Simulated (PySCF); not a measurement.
Computed IR spectrum (relative IR intensity) of a molecule C₃H₃ClF₂. Coordinates come from a PBE-D3(BJ)/def2-SVP optimisation. One conformer was computed; it need not be the lowest. Method: PBE-D3(BJ)/def2-SVP in PySCF 2.14.0. Frequencies are harmonic and unscaled.

Lines under 2 % of the strongest are left out, and lines within 2 cm⁻¹ are merged.

```
ν (cm⁻¹)  relative intensity
--------  ------------------
290                      3.2
611                      6.1
691                      3.4
761                       16
875                       20
920                       16
1076                      66
1095                     100
1148                      11
1333                      12
1355                      36
1664                      19
2971                      20
```

Problem. Pick the molecule that these values belong to.
(A) F[C@@H]1[C@H](F)[C@H]1Cl
(B) C=C(Cl)C(F)F
(C) F[C@@H]1C[C@@]1(F)Cl
(D) C/C(F)=C(\F)Cl

Solution. B, C=C(Cl)C(F)F
